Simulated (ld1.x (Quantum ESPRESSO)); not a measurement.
# u(r) = r·R(r): atom against pseudo-atom (H (Z = 1))

Columns: radius, all-electron u(r) and pseudo u(r) of the 1s shell (level -6.33 eV) of hydrogen in the configuration 1s1; PBEsol, scalar-relativistic, RRKJ scheme, ld1.x (Quantum ESPRESSO) 7.5.

```json
{"r (bohr)": "0.075", "all-electron": "0.1308", "pseudo": "0.0213"}
{"r (bohr)": "0.150", "all-electron": "0.2426", "pseudo": "0.0566"}
{"r (bohr)": "0.225", "all-electron": "0.3375", "pseudo": "0.1158"}
{"r (bohr)": "0.300", "all-electron": "0.4173", "pseudo": "0.2018"}
{"r (bohr)": "0.375", "all-electron": "0.4839", "pseudo": "0.3099"}
{"r (bohr)": "0.450", "all-electron": "0.5388", "pseudo": "0.4288"}
{"r (bohr)": "0.525", "all-electron": "0.5835", "pseudo": "0.5440"}
{"r (bohr)": "0.600", "all-electron": "0.6192", "pseudo": "0.6421"}
{"r (bohr)": "0.675", "all-electron": "0.6470", "pseudo": "0.7133"}
{"r (bohr)": "0.750", "all-electron": "0.6680", "pseudo": "0.7545"}
{"r (bohr)": "0.825", "all-electron": "0.6831", "pseudo": "0.7683"}
{"r (bohr)": "0.900", "all-electron": "0.6929", "pseudo": "0.7624"}
{"r (bohr)": "0.975", "all-electron": "0.6984", "pseudo": "0.7458"}
{"r (bohr)": "1.050", "all-electron": "0.6999", "pseudo": "0.7265"}
{"r (bohr)": "1.125", "all-electron": "0.6981", "pseudo": "0.7097"}
{"r (bohr)": "1.200", "all-electron": "0.6934", "pseudo": "0.6969"}
{"r (bohr)": "1.275", "all-electron": "0.6863", "pseudo": "0.6869"}
{"r (bohr)": "1.350", "all-electron": "0.6772", "pseudo": "0.6772"}
{"r (bohr)": "1.425", "all-electron": "0.6663", "pseudo": "0.6663"}
{"r (bohr)": "1.500", "all-electron": "0.6539", "pseudo": "0.6539"}
{"r (bohr)": "1.575", "all-electron": "0.6403", "pseudo": "0.6403"}
{"r (bohr)": "1.650", "all-electron": "0.6258", "pseudo": "0.6258"}
{"r (bohr)": "1.725", "all-electron": "0.6104", "pseudo": "0.6104"}
{"r (bohr)": "1.800", "all-electron": "0.5945", "pseudo": "0.5945"}
{"r (bohr)": "1.875", "all-electron": "0.5781", "pseudo": "0.5781"}
{"r (bohr)": "1.950", "all-electron": "0.5613", "pseudo": "0.5613"}
```

**Question.** How many radial nodes do the two functions have?

**Answer.** The all-electron 1s function has n − l − 1 = 0; the pseudo-wave has 0.

**Question.** At about which radius was the pseudo-wave matched?

**Answer.** 1.40 bohr, where the columns begin to agree (steps of 0.07 bohr).

**Question.** Where does each function peak?

**Answer.** Outermost all-electron maximum near 1.05 bohr, pseudo maximum near 0.82 bohr (to the table’s step).

**Question.** Is the pseudo-wave norm-conserving?

**Answer.** Yes: the RRKJ scheme keeps the norm inside the radius equal to the all-electron one, which fixes the energy derivative of the logarithmic derivative at the level.
